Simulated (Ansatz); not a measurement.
The geometry has C6h symmetry (within 0.05 Å) and had no frequency check at the DFT level, so a distortion to lower symmetry isn't ruled out.

Cartesian coordinates (Å):
```xyz
12

C     -2.0452     1.2557     0.0005
C     -1.2938     2.2386    -0.0056
C      0.0650     2.3988    -0.0096
C      1.2919     2.2401    -0.0120
C      2.1099     1.1431    -0.0097
C      2.5853     0.0010    -0.0066
C      2.0450    -1.2560    -0.0009
C      1.2942    -2.2394     0.0046
C     -0.0647    -2.3989     0.0092
C     -1.2915    -2.2393     0.0123
C     -2.1099    -1.1428     0.0105
C     -2.5863    -0.0010     0.0073
```
Charge 0, multiplicity 1.

All values below come from frozen-core CCSD(T)/def2-SVP // CAM-B3LYP-D3(BJ)/def2-SVP in Ansatz (a quantum-chemistry and plane-wave program). The restricted HF reference is unstable towards unrestricted orbitals.

```json
{
 "HF energy": "-453.54576 Ha",
 "MP2 correlation energy": "-1.46365 Ha"
}
```

Problem. Estimate the CCSD correlation energy, the (T) correction, the total energy and the T1 diagnostic.

Solution. 
```json
{
  "CCSD correlation energy": "-1.48852 Ha",
  "(T) correction": "-0.09781 Ha",
  "CCSD(T) total energy": "-455.13209 Ha",
  "T1 diagnostic": "0.044"
}
```
